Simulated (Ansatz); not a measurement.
Two isomers of CH7ClSiSn: A = `[SiH3][SnH2][CH2]Cl`, B = `[CH3][SnH2][SiH2]Cl`.

Gas-phase electronic energies from Ansatz, PBE0-D4/def2-TZVP geometries. CBS: MP2 limit from def2 TZ/QZ plus the TZ coupled-cluster correction, frozen cores. Functionals use def2-TZVPP. B3LYP here is the variant with VWN-RPA as its local correlation; programs differ in this. def2 core potentials past Kr. For Sn outer-core shells are correlated without core-valence functions, which leaves a few kJ/mol of doubt a bond. One conformer a species, not always the lowest.

(1) Which is lower in electronic energy at CCSD(T)/CBS, and by how much? (Best estimate.)

(2) Give E(B) − E(A) in kcal/mol with CCSD(T)/def2-TZVPP, PBE0-D4, CCSD/def2-TZVPP, MP2/def2-TZVPP, B3LYP, r2SCAN-D4, B2PLYP. (An estimate is asked.)

Largest T1 diagnostic: 0.012.

## Answers

(1) Ansatz gave: B, by 39.3 kcal/mol.

(2) The calculation gave: CCSD(T)/def2-TZVPP -38.7, PBE0-D4 -39.1, CCSD/def2-TZVPP -39.1, MP2/def2-TZVPP -40.2, B3LYP -39.0, r2SCAN-D4 -39.8, B2PLYP -39.4. None reverses the order clearly.

From PBE to PBE0 (25 % exact exchange), in def2-TZVPP and without D4, E(B) − E(A) moves by −1.2 kcal/mol.
